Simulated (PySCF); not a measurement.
# Fluorine: a sound run and one with changed settings

Sound run: F⁺ [He] 2s2 2p4, F²⁺ [He] 2s2 2p3. All numbers are calculated (PySCF 2.14, no relativity, point nucleus, in 6-31G* (3s2p1d, 14 functions)). In the sound run the correlated levels freeze 1s2. The sound run starts from symmetry-adapted Hartree-Fock orbitals and uses a fine grid where one is needed.

A second run was set up differently.

```tsv
species	method	sound run (hartree)	changed run (hartree)	converged
F⁺	MP2	-98.86553	-98.82459	yes
F⁺	CCSD(T)	-98.87940	-98.83033	yes
F²⁺	MP2	-97.60590	-97.56886	yes
F²⁺	CCSD(T)	-97.61851	-97.57057	yes
```

Ionisation energy of F⁺:

| method | sound run (eV) | changed run (eV) |
| --- | --- | --- |
| UHF | 33.437 | 33.437 |
| MP2 | 34.276 | 34.170 |
| SCS-MP2 | 34.258 | 34.221 |
| CCSD | 34.296 | 34.272 |
| CCSD(T) | 34.311 | 34.280 |

Task: What was changed?
A. level shift left on
B. minimal basis
C. too few SCF iterations
D. a valence shell is frozen

Result: D. Freezing a valence shell removes pair correlation that changes on ionisation.
